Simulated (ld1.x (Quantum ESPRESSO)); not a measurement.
**Cd PAW: all-electron and pseudo phase curves**

```
Element                 : cadmium
Generator               : ld1.x (Quantum ESPRESSO) 7.5
Type                    : PAW
Functional              : PBE
Relativity              : scalar-relativistic
Frozen core             : [Kr]
Valence charge          : 12
Reference configuration : 4d10 5s0 5p0 (charge +2)
Partial waves           : 5s (bound, empty): rcut 1.45, rcutus 1.95 bohr; 5s channel at 1.8 Ry: rcut 1.45, rcutus 1.95 bohr; 5p (bound, empty): rcut 3.05, rcutus 3.20 bohr; 5p channel at 1.45 Ry: rcut 3.05, rcutus 3.20 bohr; 4d (bound): rcut 1.60, rcutus 1.90 bohr; 4d channel at -1.4 Ry: rcut 1.60, rcutus 1.90 bohr
Local potential         : all-electron potential smoothed inside 3.05 bohr (lloc = -1)
Core correction         : Bessel-smoothed model core inside 1.40 bohr
Augmentation charge     : BESSEL, radius 1.00 bohr
```

The phase is arctan(r·u′/u) with u = r·R(r), unwrapped; energies in Ry, scanned from -4 to 5 Ry. A pole is an energy at which the radial function vanishes at the test radius. The pseudo phase is shifted by a multiple of π to meet the all-electron one at the reference energy, and phase errors are pseudo minus all-electron; the curves can meet again beyond the range given. Levels narrower than the energy grid can be missing from the lists of poles.

Question: For each channel, where are the poles, and over which energies does the pseudopotential scatter like the atom?

Answer:

```tsv
channel	radius (bohr)	reference energy (Ry)	poles, all-electron	poles, pseudo	unbroken range about the reference energy with phases within 0.05 rad	phase error 1 Ry above the reference energy (rad)
s	3.48	-1.57	-1.18, 3.12	-1.18, 3.12	the whole range	+0.000
p	3.48	-1.07	-0.37, 4.09	-0.37, 3.71	below 4.1	-0.001
d	3.48	-2.24	-2.22, 1.11	-2.22, 1.13	below 2.6	+0.000
```

Phases in the p channel:

```
E (Ry)  all-electron  pseudo
 -4.00         1.395   1.395
 -3.76         1.387   1.386
 -3.52         1.376   1.376
 -3.28         1.364   1.364
 -3.04         1.349   1.349
 -2.80         1.331   1.330
 -2.56         1.307   1.306
 -2.32         1.273   1.272
 -2.08         1.224   1.223
 -1.84         1.141   1.139
 -1.60         0.969   0.968
 -1.36         0.470   0.468
 -1.12        -0.720  -0.720
 -0.88        -1.277  -1.277
 -0.64        -1.466  -1.467
 -0.40        -1.562  -1.563
 -0.16        -1.626  -1.627
  0.08        -1.679  -1.680
  0.32        -1.731  -1.732
  0.56        -1.790  -1.792
  0.80        -1.871  -1.872
  1.04        -2.000  -2.001
  1.28        -2.260  -2.260
  1.52        -2.898  -2.898
  1.76        -3.794  -3.799
  2.00        -4.222  -4.229
  2.24        -4.405  -4.413
  2.48        -4.502  -4.511
  2.72        -4.562  -4.573
  2.96        -4.604  -4.618
  3.20        -4.635  -4.652
  3.44        -4.660  -4.682
  3.68        -4.682  -4.709
  3.92        -4.700  -4.737
  4.16        -4.717  -4.770
  4.40        -4.733  -4.812
  4.64        -4.749  -4.883
  4.88        -4.765  -5.056
```
